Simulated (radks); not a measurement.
Problem. All-electron atom: Au+ in [Xe] 4f14 5d10. Method: Dirac Kohn-Sham, LDA (Slater exchange, Perdew-Zunger correlation), spin-unpolarised, spherical densities, point nucleus; computed with a radial shooting solver on a logarithmic mesh with Libxc functionals. Some entries of the table are withheld. Estimate them.

| orbital | occ. | eigenvalue (eV) | <1/r> (bohr^-1) | r(max) (bohr) |
|---|---|---|---|---|
| 1s1/2 | 2 | -80600.43 | 95.76 | 0.01042 |
| 2s1/2 | 2 | -14218.00 | 23.53 | 0.06041 |
| 2p1/2 | 2 | -13637.06 | 23.48 | 0.04447 |
| 2p3/2 | 4 | -11803.11 | 19.13 | 0.05185 |
| 3s1/2 | 2 | -3361.630 | (1) | 0.1700 |
| 3p1/2 | 2 | -3100.187 | 8.546 | 0.1586 |
| 3p3/2 | 4 | -2695.578 | 7.411 | 0.1737 |
| 3d3/2 | 4 | -2260.606 | 7.312 | 0.1351 |
| 3d5/2 | 6 | -2173.591 | 7.054 | 0.1393 |
| 4s1/2 | 2 | -735.6202 | 3.655 | 0.3833 |
| 4p1/2 | 2 | -624.2018 | 3.546 | 0.3814 |
| 4p3/2 | 4 | -526.9203 | 3.150 | 0.4125 |
| 4d3/2 | 4 | -344.4235 | 2.948 | 0.4052 |
| 4d5/2 | 6 | -326.3087 | 2.856 | 0.4148 |
| 5s1/2 | 2 | -117.0699 | (2) | 0.8481 |
| 4f5/2 | 6 | -92.0011 | 2.481 | 0.3726 |
| 4f7/2 | 8 | -88.1859 | 2.445 | 0.3773 |
| 5p1/2 | 2 | (3) | 1.353 | 0.8959 |
| 5p3/2 | 4 | (4) | 1.205 | 0.9770 |
| 5d3/2 | 4 | -16.5979 | 0.8628 | 1.193 |
| 5d5/2 | 6 | -15.0183 | 0.8238 | 1.235 |

Solution. 
(1) 3s1/2 <1/r> (bohr^-1): 8.632
(2) 5s1/2 <1/r> (bohr^-1): 1.481
(3) 5p1/2 eigenvalue (eV): -80.8281
(4) 5p3/2 eigenvalue (eV): -64.1765
